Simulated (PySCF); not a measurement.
The vertical singlet excitations below were computed for one of the candidates. Method: TDDFT PBE0/def2-SVPD, vertical, gas phase, core orbitals frozen in the response in PySCF. Geometries: GFN2-xTB, one conformer each.

```tsv
state	λ (nm)	f
S1	280.1	0.0057
S2	257.7	0.053
S3	247.7	0.0006
S4	212.6	0.0050
S5	195.0	0.0008
S6	191.9	0.0062
S7	183.2	0.063
S8	178.4	0.0012
```

Orbital energies (eV): HOMO-3 -9.43, HOMO-2 -9.14, HOMO-1 -8.67, HOMO -6.59, LUMO -0.82, LUMO+1 -0.74, LUMO+2 -0.12.

Question: Which structure fits?
A. `F[C@]12CCC[C@H](C1)C2`
B. `FC(F)(F)CC1=C[SiH2]S1`
C. `C=C(F)C1CCCC1`
D. `C#C[SiH2]SCC(F)(F)F`
E. `CC[C@H](C)C(F)(F)F`

Answer: B. Its S1, at 4.43 eV, is the lowest among the candidates; the nearest of the others has S1 at 5.26 eV. S1 is HOMO→LUMO (97%). Löwdin shares by element: HOMO sulfur 53%, carbon 38% or more, silicon 5%; LUMO silicon 46%, hydrogen 21% or more, sulfur 20%. At the same level the other candidates give, for their lowest levels:
- `CC[C@H](C)C(F)(F)F`: 136 nm (f 0.002); 135 nm (f 0.003); 132 nm (f 0.006); 125 nm (f 0.009); 125 nm (f 0.010); T1 8.89 eV; HOMO -9.70, LUMO 0.61 eV
- `C=C(F)C1CCCC1`: 181 nm (f 0.025); 168 nm (f 0.528); 166 nm (f 0.011); 164 nm (f 0.015); 155 nm (f 0.007); T1 4.48 eV; HOMO -7.27, LUMO 0.50 eV
- `C#C[SiH2]SCC(F)(F)F`: 236 nm (f 0.009); 215 nm (f 0.002); 208 nm (f 0.000); 206 nm (f 0.005); 196 nm (f 0.023); T1 4.88 eV; HOMO -7.41, LUMO -0.91 eV
- `F[C@]12CCC[C@H](C1)C2`: 160 nm (f 0.001); 153 nm (f 0.046); 150 nm (f 0.024); 147 nm (f 0.002); 145 nm (f 0.004); T1 7.59 eV; HOMO -8.21, LUMO 0.62 eV

The values belong to the conformer `[F:1][C:2]([F:3])([F:4])[CH2:5][C:6]1=[CH:7][SiH2:8][S:9]1`: F1–C2–C5–C6 -61°, C2–C5–C6–C7 1°.
Triplets come from the Tamm–Dancoff approximation.

Without π bonds the low states are Rydberg-like; a valence basis with one diffuse set may place them up to an eV too high.
